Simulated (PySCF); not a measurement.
CH4BrClO2Si. Atoms are numbered in the order given.

```xyz
10

C     -2.3699    -0.0847    -1.4087
O     -1.2890     0.7569    -1.0442
Si     0.1804     0.2687    -0.5335
O      0.9095    -0.5852    -1.7355
Cl     1.2436     1.9504    -0.0368
Br    -0.0041    -1.0239     1.2812
H     -2.1050    -0.7247    -2.2670
H     -2.6751    -0.7283    -0.5658
H     -3.2186     0.5548    -1.6904
H      1.7310    -1.0494    -1.5337
```
Charge 0, spin multiplicity 1.

The structure is a stationary point at B3LYP-D3(BJ)/def2-SVP. The values are those of a single conformer.

Calculation: PBE/def2-TZVP run with PySCF.

ESP charges are fitted to the potential on shells at 1.4 to 2.0 van der Waals radii. Atomic charges (e):

```json
[
 {"atom": "C1", "ESP fit": "-0.28", "IAO": "___"},
 {"atom": "O2", "ESP fit": "-0.08", "IAO": "___"},
 {"atom": "Si3", "ESP fit": "0.11", "IAO": "1.31"},
 {"atom": "O4", "ESP fit": "-0.43", "IAO": "-0.77"},
 {"atom": "Cl5", "ESP fit": "-0.05", "IAO": "-0.28"},
 {"atom": "Br6", "ESP fit": "-0.08", "IAO": "___"},
 {"atom": "H7", "ESP fit": "0.16", "IAO": "0.14"},
 {"atom": "H8", "ESP fit": "0.12", "IAO": "0.14"},
 {"atom": "H9", "ESP fit": "0.13", "IAO": "0.16"},
 {"atom": "H10", "ESP fit": "0.40", "IAO": "___"}
]
```

Problem. What belongs in the gaps? (Estimate from the structure and the level; the computed values follow.)

Solution. 
- C1, IAO: -0.22
- O2, IAO: -0.61
- Br6, IAO: -0.27
- H10, IAO: 0.38

Problem. Give the Mayer and Wiberg (Löwdin basis) orders of the bonds. (Estimate from the structure and the level; the computed values follow.)

Solution. 
```json
[
 {"bond": "C1–O2", "Mayer": "0.95", "Wiberg": "1.49"},
 {"bond": "O2–Si3", "Mayer": "1.29", "Wiberg": "1.62"},
 {"bond": "Si3–O4", "Mayer": "1.28", "Wiberg": "1.72"},
 {"bond": "Si3–Cl5", "Mayer": "1.23", "Wiberg": "1.84"},
 {"bond": "Si3–Br6", "Mayer": "1.11", "Wiberg": "1.70"},
 {"bond": "C1–H7", "Mayer": "0.96", "Wiberg": "0.94"},
 {"bond": "C1–H8", "Mayer": "0.96", "Wiberg": "0.93"},
 {"bond": "C1–H9", "Mayer": "0.96", "Wiberg": "0.94"},
 {"bond": "O4–H10", "Mayer": "0.87", "Wiberg": "1.01"}
]
```
